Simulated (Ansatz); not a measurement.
BrCdH (SMILES [Br][CdH]) moved off its minimum; all values from Ansatz (a quantum-chemistry and plane-wave program), cores frozen in correlated methods. Elements past Kr take the def2 small-core potentials, without spin–orbit coupling.
(charge 0, multiplicity 1)
```xyz
3

Cd    -0.01386     0.01198    -0.99620
H      0.01212    -0.00864    -2.63320
Br    -0.02006     0.01992     1.43847
```

Task: Give the forces (eV/Å), the total energy and the dipole at CCSD(T)/def2-TZVPPD.

Result: 
```json
[
 {"atom": "Cd1", "Fx": "0.018", "Fy": "-0.012", "Fz": "0.300"},
 {"atom": "H2", "Fx": "-0.009", "Fy": "0.006", "Fz": "-0.211"},
 {"atom": "Br3", "Fx": "-0.008", "Fy": "0.006", "Fz": "-0.089"}
]
```
Energy -2740.5349 hartree, dipole 2.30 D.
